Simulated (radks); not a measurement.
The numbers below are computed, except where a source is named.
The caesium anion Cs-, [Xe] 6s2, held by a Watson sphere: a shell of charge +1 at radius R that stands for the Madelung well of a crystal (potential energy -1/R inside, -1/r outside, in hartree with lengths in bohr). Code: a radial shooting solver on a logarithmic mesh with Libxc functionals. Model: scalar-relativistic Kohn-Sham, r2SCAN, spin-polarised, spherical densities, finite nucleus; meta-GGA in the generalised Kohn-Sham scheme; Fermi nuclear charge, rms radius of each element as measured or else 0.836 A^(1/3) + 0.57 fm.

R (bohr)	e(5s) (eV)	e(5p) (eV)	e(6s) (eV)	<r> 6s (bohr)	sum of <r^2> (bohr^2)	X-ray form factor at sin(theta)/lambda = 0.3 1/angstrom
2.99	-29.896	-16.352	-3.183	5.022	108.3	37.931
3.89	-28.529	-15.011	-3.100	5.188	112.5	37.933
4.16	-28.256	-14.733	-3.055	5.266	114.2	37.931
4.17	-28.247	-14.724	-3.053	5.269	114.3	37.931
4.76	-27.806	-14.269	-2.934	5.459	118.7	37.926
5.05	-27.645	-14.102	-2.869	5.558	121.1	37.924
5.07	-27.635	-14.092	-2.864	5.565	121.2	37.923
5.13	-27.606	-14.061	-2.850	5.585	121.7	37.923
6.18	-27.232	-13.670	-2.603	5.941	130.8	37.917
